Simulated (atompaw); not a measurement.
**Ag (Z = 47): one change to a PAW (atompaw) potential, before and after**

- Element: Ag
- Generator: atompaw 4.2.0.5
- Type: PAW
- Functional: PBE
- Relativity: scalar-relativistic
- Frozen core: [Ar] 3d10
- Valence charge: 19
- Reference configuration: 4s2 4p6 4d10 5s1 5p0
- Partial waves: 4s (bound): rc 1.40 bohr; 5s (bound): rc 1.50 bohr; 4p (bound): rc 1.10 bohr; 5p (bound, empty): rc 1.50 bohr; 4d (bound): rc 1.30 bohr; 4d channel at 0.9 Ry: rc 1.30 bohr; 4f channel at -0.15 Ry: rc 1.50 bohr; 4f channel at 1.3 Ry: rc 1.50 bohr
- Local potential: troulliermartins scheme with l = 4 at 1 Ry, radius 1.30 bohr
- Core correction: smooth core density matched at 1.20 bohr
- Augmentation charge: besselshape compensation charge, radius 1.15 bohr; PAW radius 1.50 bohr; waves and projectors: custom polynom2 7 10 vanderbiltortho

Change: augmentation besselshape compensation charge, radius 1.15 bohr; PAW radius 1.50 bohr; waves and projectors: custom polynom vanderbiltortho.

Cutoffs: the cutoffs (Ry, on a coarse ladder) from which the occupation-weighted sum of valence levels, in a spherical-Bessel basis at the reference potential, stays within 10 and 1 mRy of its value at 400 Ry; they do not see the model core or the augmentation charge, which bear on the density cutoff.

What does the change do?

The range in which the s phases agree widens (upper end 3.8 → at the end of the scan); the range in which the p phases agree widens (upper end 3.6 → at the end of the scan); neither file shows a bound ghost.

| quantity | base | changed |
| --- | --- | --- |
| cutoff, loose | over 300 Ry | 80 Ry |
| cutoff, tight | over 300 Ry | 110 Ry |
| loose cutoff by channel (10 mRy a level) | s 18 Ry, p 90 Ry, d 140 Ry | s 21 Ry, p 35 Ry, d 45 Ry |
| bound ghosts | none | none |
| s: phases at 1.50 bohr within 0.05 rad from the reference energy up to (Ry; the scan ends near 5) | 3.8 | to the end of the scan |
| p: phases at 1.50 bohr within 0.05 rad from the reference energy up to (Ry; the scan ends near 5) | 3.6 | to the end of the scan |
| d: phases at 1.50 bohr within 0.05 rad from the reference energy up to (Ry; the scan ends near 5) | to the end of the scan | to the end of the scan |
| f: phases at 1.50 bohr within 0.05 rad from the reference energy up to (Ry; the scan ends near 5) | to the end of the scan | to the end of the scan |
| lowest overlap eigenvalue by channel | s 0.73, p 0.53, d 0.87, f 0.97 | s 0.40, p 0.77, d 0.96, f 0.97 |

 The cutoffs see the waves, projectors and local potential, not the compensation charge or the core.
